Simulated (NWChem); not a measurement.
A series in which one site is exchanged, each optimised at PBE0/def2-SVP with NWChem, gas phase unless a solvent is named. All stand in one matching conformer (torsions within 35°), which need not be the lowest. For some, no frequency run checked for a minimum. def2 effective core potentials on In; no spin-orbit coupling.

A: [NH2][Al]([F])[F] (AlNH$_{2}$F$_{2}$; site = Al)
B: FB(N)F (BNH2F2; site = B)
C: [NH2][Ga]([F])[F] (GaNH2F2; site = Ga)
D: [NH2][In]([F])[F] (InNH$_{2}$F$_{2}$; site = In)

Values for A:

* **dipole (D), PBE0/def2-SVP**: 2.77
* **orbital gap (eV), PBE0/def2-SVP**: 7.36
* **static polarisability, PBE/def2-SVPD (bohr³)**: 33.2
* **lowest singlet excitation, PBE/def2-SVPD, TDA (eV)**: 5.11

### Question
How do these values change for the other members?

### Answer
```
change from A                                           B      C      D
--------------------------------------------------  -----  -----  -----
dipole (D), PBE0/def2-SVP                           +0.05  +0.62  +1.10
orbital gap (eV), PBE0/def2-SVP                     +2.65  -0.24  -1.35
static polarisability, PBE/def2-SVPD (bohr³)         -7.8   +3.0  +11.2
lowest singlet excitation, PBE/def2-SVPD, TDA (eV)  +1.72  -0.29  -1.00
```
